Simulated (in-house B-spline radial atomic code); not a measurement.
# Functionals against successive ionisation energies: Zn to Zn³⁺

Ionisation energies as differences of self-consistent total energies from a B-spline radial code for spherical atoms: all electrons, radial basis limit, scalar-relativistic (one-electron X2C), spin-polarised at highest spin, spherical densities; exact exchange is averaged over the determinants of each configuration. No spin-orbit coupling, Breit or QED terms. NIST's values run from ground level to ground level, so in open shells the differences also hold multiplet and fine-structure energies that spherical high-spin averages miss. Columns give computed minus NIST, in eV; a star marks a semi-empirical value. Species are left out where the tabulated value is theory, is uncertain by more than 0.12 eV, or (13 ions, such as In⁴⁺, Te⁴⁺ and Bi⁴⁺) lies off its series for all methods alike, which flatters the means a little.

| species | shell | NIST (eV) | BLYP | BP86 | PBE0 | TPSSh | LC-wPBE | revTPSS |
| --- | --- | --- | --- | --- | --- | --- | --- | --- |
| Zn | 4s | 9.39 | +0.31 | +0.37 | -0.12 | -0.13 | -0.26 | -0.02 |
| Zn⁺ | 4s | 17.96 | +0.91 | +0.87 | +0.37 | +0.33 | +0.31 | +0.42 |
| Zn²⁺ | 3d | 39.72 | +0.53 | +0.60 | +0.01 | +0.16 | +0.34 | +0.24 |
| Zn³⁺ | 3d | 59.57 ± 0.02 | +1.23 | +1.34 | +0.87 | +0.94 | +1.18 | +0.93 |

How do the methods rank, and which species is hardest?

Mean absolute (signed) differences: PBE0 0.34 (+0.28) eV; TPSSh 0.39 (+0.33) eV; revTPSS 0.40 (+0.39) eV; LC-wPBE 0.52 (+0.39) eV; BLYP 0.75 (+0.75) eV; BP86 0.79 (+0.79) eV. For Zn³⁺, which loses a 3d electron, the nearest method is off by +0.87 eV, the largest such miss.
